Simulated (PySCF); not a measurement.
Electron correlation in As (arsenic, neutral)

[Ar] 3d10 4s2 4p3, high-spin 4S determinant. Calculation: PySCF 2.14, in cc-pVDZ-PP with ECP10MDF (4s3p2d, 23 functions); a scalar-relativistic core potential. Frozen: 3s2 3p6 3d10; 5 electrons correlated.

MP2 pair energies summed by pair of shells (mhartree):

```csv
pair,energy,share (%)
4s-4p,-35.08,64.2
4p-4p,-12.26,22.4
4s-4s,-7.32,13.4
```

Total MP2 correlation energy: -54.66 mhartree.

Same-spin part -14.89 and opposite-spin part -39.77 mhartree; SCS-MP2 scales them by 1/3 and 6/5 to -52.69 mhartree.

```
  level  correlation energy (mhartree)
   CCSD                         -69.28
    (T)                          -0.70
CCSD(T)                         -69.98
```

Diagnostics: T1 = 0.0025, D1 = 0.0072, largest double amplitude 0.058.

Task: Is a single reference adequate?

Result: Yes, within this model without spin-orbit coupling: T1 lies below 0.03 and no double amplitude reaches 0.07.
